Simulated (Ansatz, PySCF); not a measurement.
Dimer: HF (SMILES F) (first 2 atoms) with CH3Br (SMILES CBr); geometry from B3LYP-D3(BJ)/def2-TZVP.
(charge 0, multiplicity 1):
```xyz
7

F     -0.039    -0.148     0.642
H     -0.063    -0.649     1.432
C     -0.252     1.041     3.838
Br    -0.173    -0.922     3.772
H     -1.190     1.307     4.310
H     -0.202     1.395     2.814
H      0.599     1.375     4.420
```

Interaction energies are E(AB) − E(A) − E(B) at the monomers' geometry in the complex; basis-set methods are counterpoise corrected. Rows marked so take none.

Frozen-core correlation. Filled d and f shells under p-block atoms count as core. Rows in 3-21G carry no dispersion term and start afresh at each structure; the Pople sets are all-electron and without relativity.

The values were computed with Ansatz (Gaussian basis) for Hartree–Fock, density functionals and correlated methods; PySCF for 3-21G rows, the dispersion terms. Each number belongs to the level named beside it.

Problem. One of these levels gives -3.72 kcal/mol for the interaction energy. Name it.
A. SCS-MP2/aug-cc-pVTZ
B. B3LYP/3-21G (no counterpoise)
C. BLYP-D3(BJ)/def2-TZVPPD

Solution. A, SCS-MP2/aug-cc-pVTZ. The others give -5.03 (BLYP-D3(BJ)/def2-TZVPPD), -7.49 (B3LYP/3-21G (no counterpoise))

Ansatz is a program for electronic structure.
